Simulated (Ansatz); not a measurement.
Species: sum formula AlBr₂Cl (charge 0, singlet). SMILES: [Al]([Br])([Br])[Cl]
Geometry: optimised at B3LYP-D3(BJ)/def2-TZVP (Ansatz, a first-principles code).

Quantity: vertical ionisation energy (to the doublet state of charge +1; each state is the SCF solution reached for its spin; for the doublet the Hartree-Fock reference is unstable and T1 is 0.025), in eV. Valence correlation only, unless marked. UHF or UKS for open shells. Spin-orbit coupling is left out. Frozen are the shells of the preceding noble gas and the d and f shells that filled before the atom's block. No relativistic terms.  The program attaches cautions to a run behind CCSD/def2-TZVPPD: other roots. The program attaches cautions to a run behind CCSD/def2-QZVPPD: other roots.

```
level               program  vertical ionisation energy (eV)
------------------  -------  -------------------------------
wB97X-V/def2-TZVPD   Ansatz                            11.24
B2PLYP/def2-TZVPD    Ansatz                            10.88
RI-MP2/def2-TZVPPD   Ansatz                            11.41
RI-MP2/def2-QZVPPD   Ansatz                            11.51
CCSD/def2-TZVPPD     Ansatz                            11.19
CCSD/def2-QZVPPD     Ansatz                            11.31
```
